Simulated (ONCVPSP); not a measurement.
C (Z = 6), ONCV: configuration errors across variants

```json
{
 "Element": "C",
 "Generator": "ONCVPSP 4.0.1",
 "Type": "optimised norm-conserving Vanderbilt (ONCV)",
 "Functional": "PW91",
 "Relativity": "scalar-relativistic",
 "Frozen core": "[He]",
 "Valence charge": "4",
 "Reference configuration": "2s2 2p2",
 "Partial waves": "2s: rc 1.10 bohr, ncon 3, nbas 7, qcut 4.9 1/bohr, 1 projector; 2p: rc 2.90 bohr, ncon 4, nbas 9, qcut 3.8 1/bohr, 1 projector",
 "Local potential": "polynomial inside 0.95 bohr (lpopt 2, dvloc0 4 Ha)",
 "Core correction": "Teter function fitted to the true core (icmod 2), fcfact 0.7"
}
```

All-electron excitation energies from the reference (eV): (1) 2s2 2p1 10.928; (2) 2s2 2p0 35.160; (3) 2s1 2p0 83.417; (4) 2s1 2p3 8.466.

Errors AE − PS in meV (a dash: test not solved or not reliable):

```csv
change,(1),(2),(3),(4),bound ghosts,GHOST(+) flags above zero
base,+215,+1654,+3102,-66,none,none
"core correction Teter function, fcfact 5.75, rcfact 1.45",+215,+1660,+3129,-67,none,none
s: qcut 3.4; p: qcut 2.7,+362,+2604,+4844,-132,none,none
```

(1) Give the same row for: core correction Teter function fitted to the true core (icmod 2), fcfact 1.12.

Results:

(1) +214, +1652, +3102, -67; bound ghosts: none; GHOST(+) flags above zero: none.
